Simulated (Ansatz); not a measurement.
```yaml
crystal:
  periodic: [false, false, false]
  atoms:
    - {symbol: Ir, position_ang: [0.008382, 0.011894, -0.123279]}
    - {symbol: O, position_ang: [1.423433, 0.849376, 0.241247]}
    - {symbol: O, position_ang: [-1.431815, -0.861270, -0.117968]}
basis:
  gaussian: {orbitals: def2-SVP}
magnetization: {spin_polarized: false, initial_magnetization: 1}
hamiltonian: {xc: {name: r2SCAN0}}
scf: {omitted_lower_state_checks: [starts]}
output: {forces: true}
```

```sh
$ ansatz run in.yaml --threads 4 --pin off --events-out ev --progress --plain --max-ram 3916MiB
```

It prints (some lines left out):

```
Functional definition: r2SCAN0
576 factors; integrals over basis functions are off by at most 1.2e-3 eV
mean field evaluation 1: about -6917.5446 eV, gradient 6.0e1 eV
mean field evaluation 2: about -6917.6578 eV, gradient 6.1e1 eV
mean field evaluation 4: about -6923.5548 eV, gradient 1.8e1 eV
mean field evaluation 8: about -6924.2127 eV, gradient 4.7e-1 eV
mean field evaluation 16: about -6924.2132 eV, gradient 2.7e-3 eV
mean field -6924.21321860 eV, -254.4601423831 hartree, gradient 3.3e-5 eV, S^2 0.750000; 0 other end points of the search recorded, 0 dependent functions left out
reference -6924.21323214 eV, -254.4601428810 hartree; 17, 16 occupied and 43, 44 virtual orbitals, 576 factors
Total energy: -6924.21323214 eV, -254.4601428810 hartree
Atom 0 at     0.008382     0.011894    -0.123279 Å, force     0.012400     0.017595    -0.182353 eV/Å
Atom 1 at     1.423433     0.849376     0.241247 Å, force    -0.088736    -0.058247     0.080793 eV/Å
Atom 2 at    -1.431815    -0.861270    -0.117968 Å, force     0.076336     0.040652     0.101560 eV/Å
Dipole moment:     0.007722     0.010956    -0.113551 e Å
Checks for a lower state left out: starts
```

It took 2 s on 4 threads of Arm Neoverse V2 on a shared host.

In the def2 sets Ir takes a core potential; there is no spin–orbit coupling.

With spin_polarized false and unpaired electrons the run is restricted open-shell.
